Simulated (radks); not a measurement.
The numbers below are computed, except where a source is named.
Q: Radial electron density D(r) = 4 pi r^2 rho(r) of an atom or ion with 1 electrons. Code: a radial shooting solver on a logarithmic mesh with Libxc functionals. Model: non-relativistic Kohn-Sham, LDA (Slater exchange, Perdew-Wang correlation), spin-polarised, spherical densities, point nucleus.

| r (bohr) | D(r) (e/bohr) |
|---|---|
| 0.09995 | 0.03105 |
| 0.1164 | 0.04072 |
| 0.1355 | 0.05310 |
| 0.159 | 0.06973 |
| 0.1851 | 0.08966 |
| 0.2154 | 0.1143 |
| 0.2508 | 0.1442 |
| 0.292 | 0.1798 |
| 0.3399 | 0.2212 |
| 0.3957 | 0.2678 |
| 0.4643 | 0.3211 |
| 0.5406 | 0.3733 |
| 0.6293 | 0.4234 |
| 0.7326 | 0.4667 |
| 0.8529 | 0.4979 |
| 0.9929 | 0.5116 |
| 1.156 | 0.5035 |
| 1.356 | 0.4692 |
| 1.579 | 0.4139 |
| 1.838 | 0.3418 |
| 2.14 | 0.2616 |
| 2.491 | 0.1835 |
| 2.9 | 0.1163 |
| 3.377 | 0.06566 |
| 3.963 | 0.03112 |
| 4.613 | 0.01308 |
| 5.37 | 0.004609 |
| 6.252 | 0.001330 |

What is the nuclear charge?

A: Z = 1. The innermost maximum, from 1s, lies near 1/Z = 1 bohr (found: 1.02), and its height grows with Z. The density is that of neutral hydrogen in 1s1; the configuration itself is not fixed sharply by these data. D(r) has 1 maximum, at r = 1.02 bohr.
